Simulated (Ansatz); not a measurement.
`C[SiH](S)CF` and `FC[SiH](F)S` differ in one atom or group.

Ansatz, PBE0-D4/def2-TZVP geometries, multiplicity 1. Each molecule was computed in one conformer, which needn't be the lowest.

```
                             property  `C[SiH](S)CF`
 HOMO–LUMO gap (PBE0/def2-TZVPP) / eV           7.78
HOMO energy (ωB97M-V/def2-TZVPP) / eV          -9.67
   HOMO energy (PBE0/def2-TZVPP) / eV          -7.46
  LUMO energy (B3LYP/def2-TZVPP) / eV           0.01
LUMO energy (ωB97M-V/def2-TZVPP) / eV           1.99
    LUMO energy (PBE/def2-TZVPP) / eV          -0.57
```

(1) What does the change do to each property? (An estimate is asked.)

Answers

(1) Ansatz gave: 
```tsv
property	`FC[SiH](F)S`	shift
HOMO–LUMO gap (PBE0/def2-TZVPP) / eV	8.02	0.24
HOMO energy (ωB97M-V/def2-TZVPP) / eV	-10.22	-0.55
HOMO energy (PBE0/def2-TZVPP) / eV	-8.00	-0.54
LUMO energy (B3LYP/def2-TZVPP) / eV	-0.24	-0.25
LUMO energy (ωB97M-V/def2-TZVPP) / eV	1.82	-0.17
LUMO energy (PBE/def2-TZVPP) / eV	-0.91	-0.34
```

With PBE0 the HOMO falls by 0.54 eV and the LUMO falls by 0.28 eV, so the gap widens by about 0.26 eV. PBE moves the HOMO by -0.53 eV and ωB97M-V by -0.55 eV. The zero-point energy changes by -88.0 kJ/mol with -9 modes.

B3LYP here is the variant with VWN-RPA as its local correlation; programs differ in this.
